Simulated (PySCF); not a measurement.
Shieldings and the share of exact exchange

Molecule: `CN[SiH2]S`, CH$_{7}$NSSi.

Geometry:
```tsv
atom	x (Å)	y (Å)	z (Å)
C1	-1.498	0.706	-0.169
N2	-0.407	-0.193	-0.452
Si3	0.857	-0.644	0.625
S4	2.698	-0.906	-0.450
H5	-2.460	0.190	0.006
H6	-1.653	1.434	-0.985
H7	-1.276	1.287	0.739
H8	-0.503	-0.715	-1.317
H9	0.910	0.436	1.655
H10	0.728	-1.967	1.314
H11	2.679	0.330	-0.999
```

GIAO shieldings (ppm, equivalent atoms averaged) in PySCF on the PBE0-D3(BJ)/def2-SVP geometry, basis pcSseg-2, gas phase, non-relativistic:

```tsv
functional	exact exchange (%)	σ(C1)	σ(N2)	σ(Si3)
BLYP	0	140.9	214.6	336.4
BP86	0	145.1	221.1	345.5
PBE	0	145.6	220.9	346.7
B3LYP	20	146.2	223.6	349.0
mPW1PW91	25	150.7	230.8	361.3
BHandHLYP	50	152.7	233.8	368.9
HF	100	161.8	247.3	407.3
```

Task: Fit each shielding as a line in the percentage of exact exchange.

Result: σ(C1) = 144.0 + 0.18 x (rms 1.7 ppm); σ(N2) = 219.5 + 0.29 x (rms 2.6 ppm); σ(Si3) = 341.7 + 0.63 x (rms 4.4 ppm). The functionals also differ in their semilocal parts, which the line can't hold; Hartree–Fock has no correlation at all.

Task: What does the line predict for PBE0 (25 %), and what does the run give?

Result: σ(C1): 148.5 predicted, 151.5 computed; σ(N2): 226.8 predicted, 231.2 computed; σ(Si3): 357.4 predicted, 362.4 computed ppm.
